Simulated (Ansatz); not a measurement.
Ansatz (a first-principles code) input:

Ansatz 0.2 input:
```yaml
crystal:
  periodic: [false, false, false]
  atoms:
    - {symbol: Si, position_ang: [1.44515038, 0.72418763, 0.02913753]}
    - {symbol: C, position_ang: [0.21877168, -0.71698018, -0.12342272]}
    - {symbol: Si, position_ang: [-1.61300072, -0.25757510, 0.07062278]}
    - {symbol: H, position_ang: [2.81327078, 0.22676150, -0.15319261]}
    - {symbol: H, position_ang: [1.16391956, 1.72898056, -0.99838726]}
    - {symbol: H, position_ang: [1.33426448, 1.33415681, 1.35581927]}
    - {symbol: H, position_ang: [0.47156982, -1.47292227, 0.62135513]}
    - {symbol: H, position_ang: [0.35895385, -1.19531604, -1.09373218]}
    - {symbol: H, position_ang: [-1.99715841, 0.70453814, -0.96434961]}
    - {symbol: H, position_ang: [-1.84336088, 0.32633993, 1.39358733]}
    - {symbol: H, position_ang: [-2.43940157, -1.46174352, -0.06854989]}
basis:
  gaussian:
    orbitals: def2-TZVP
hamiltonian:
  xc: b3lyp
  dispersion: d3bj
relax: {f_tol: 0.002, max_steps: 150}
```

What final total energy does it print?

-621.99931 Eh (B3LYP-D3(BJ)/def2-TZVP). The basis has 153 functions. The run takes about 30 core-seconds (a rough figure).
